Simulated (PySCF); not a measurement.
`C[C@H](F)C[C@H](F)C#N`, C$_{5}$H$_{7}$F$_{2}$N

Molfile (atoms numbered from 1):
```
C5H7F2N
     RDKit          3D

 15 14  0  0  0  0  0  0  0  0999 V2000
   -2.1233   -0.1169   -0.2066 C   0  0  0  0  0  0  0  0  0  0  0  0
   -0.6857    0.3503   -0.3570 C   0  0  2  0  0  0  0  0  0  0  0  0
   -0.4120    0.5295   -1.7043 F   0  0  0  0  0  0  0  0  0  0  0  0
    0.3152   -0.6600    0.1994 C   0  0  0  0  0  0  0  0  0  0  0  0
    1.7597   -0.1810    0.0117 C   0  0  2  0  0  0  0  0  0  0  0  0
    2.6281   -1.1661    0.4340 F   0  0  0  0  0  0  0  0  0  0  0  0
    2.0054    1.0383    0.7651 C   0  0  0  0  0  0  0  0  0  0  0  0
    2.1722    1.9952    1.3647 N   0  0  0  0  0  0  0  0  0  0  0  0
   -2.7929    0.5991   -0.6756 H   0  0  0  0  0  0  0  0  0  0  0  0
   -2.3759   -0.2032    0.8457 H   0  0  0  0  0  0  0  0  0  0  0  0
   -2.2554   -1.0829   -0.6878 H   0  0  0  0  0  0  0  0  0  0  0  0
   -0.5407    1.3365    0.1045 H   0  0  0  0  0  0  0  0  0  0  0  0
    0.1199   -0.8204    1.2610 H   0  0  0  0  0  0  0  0  0  0  0  0
    0.2036   -1.6115   -0.3254 H   0  0  0  0  0  0  0  0  0  0  0  0
    1.9772    0.0011   -1.0513 H   0  0  0  0  0  0  0  0  0  0  0  0
  1  2  1  0
  2  3  1  0
  2  4  1  0
  4  5  1  0
  5  6  1  0
  5  7  1  0
  7  8  3  0
  1  9  1  0
  1 10  1  0
  1 11  1  0
  2 12  1  1
  4 13  1  0
  4 14  1  0
  5 15  1  6
M  END
```

Computed with PySCF 2.14.0, TDDFT wB97X-D/def2-SVPD circular dichroism and optical rotation, one conformer, gas phase. Geometry: GFN2-xTB.

The molecule is flexible and this is one conformer; a measurement averages over conformers.

(1) Draw the ECD and absorption spectra from the lowest 8 states, each a Gaussian of half-width 0.2 eV at 1/e height.

## Answers

(1) 
| E (eV) | λ (nm) | Δε (L mol⁻¹ cm⁻¹) | ε (L mol⁻¹ cm⁻¹) |
| --- | --- | --- | --- |
| 6.88 | 180 | 0.00 | 0 |
| 6.98 | 178 | 0.00 | 0.445 |
| 7.08 | 175 | +0.01 | 2.56 |
| 7.18 | 173 | +0.02 | 8.94 |
| 7.28 | 170 | +0.04 | 18.9 |
| 7.38 | 168 | +0.05 | 24.3 |
| 7.48 | 166 | +0.04 | 18.9 |
| 7.58 | 164 | +0.02 | 9.19 |
| 7.68 | 161 | 0.00 | 5.32 |
| 7.78 | 159 | -0.03 | 18.8 |
| 7.88 | 157 | -0.12 | 74.2 |
| 7.98 | 155 | -0.28 | 182 |
| 8.08 | 153 | -0.42 | 271 |
| 8.18 | 152 | -0.35 | 250 |
| 8.28 | 150 | -0.14 | 155 |
| 8.38 | 148 | +0.01 | 122 |
| 8.48 | 146 | -0.13 | 275 |
| 8.58 | 145 | -0.56 | 681 |
| 8.68 | 143 | -0.56 | 1140 |
| 8.78 | 141 | +1.31 | 1260 |
| 8.88 | 140 | +5.47 | 1030 |
| 8.98 | 138 | +9.03 | 775 |
| 9.08 | 137 | +8.73 | 601 |
| 9.18 | 135 | +6.07 | 619 |
| 9.28 | 134 | +3.73 | 1250 |
| 9.38 | 132 | -1.34 | 2770 |

Δε uses R in velocity form, ε uses f in length form. Only the states computed contribute, so the short-wavelength end is incomplete.
